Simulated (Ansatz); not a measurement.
`C[Si](Cl)Cl` radical, relaxed with UKS PBE0-D4/def2-TZVP in Ansatz 0.2.0 from a PBE-D4/def2-SVP geometry. The force threshold is 0.005 eV/Å; the program also tests the step.

The species carries charge 0 and has multiplicity 2.

Start:

```xyz
7

C     0.222    0.034    0.859
Si   -0.342    0.576   -0.859
Cl   -2.059   -0.504   -1.372
Cl    1.175    0.124   -2.228
H     1.142    0.582    1.145
H    -0.573    0.243    1.603
H     0.435   -1.055    0.852
```

Task: How much energy does the relaxation release, and in how many steps? (Best estimate.)

Result: The calculation gave: 3.95 kJ/mol, in 4 steps.

Task: Which bonds change most? (Best estimate.)

Result: The calculation gave: Si2–Cl3 from 2.093 to 2.058 Å; Si2–Cl4 from 2.093 to 2.058 Å; C1–Si2 from 1.888 to 1.863 Å; C1–H7 from 1.110 to 1.093 Å.

Task: Give the relaxed structure. (Best estimate.)

Result: Ansatz gave: 
```xyz
7

C     0.220    0.034    0.852
Si   -0.334    0.558   -0.848
Cl   -2.027   -0.493   -1.361
Cl    1.150    0.126   -2.206
H     1.126    0.573    1.133
H    -0.564    0.242    1.582
H     0.429   -1.039    0.848
```
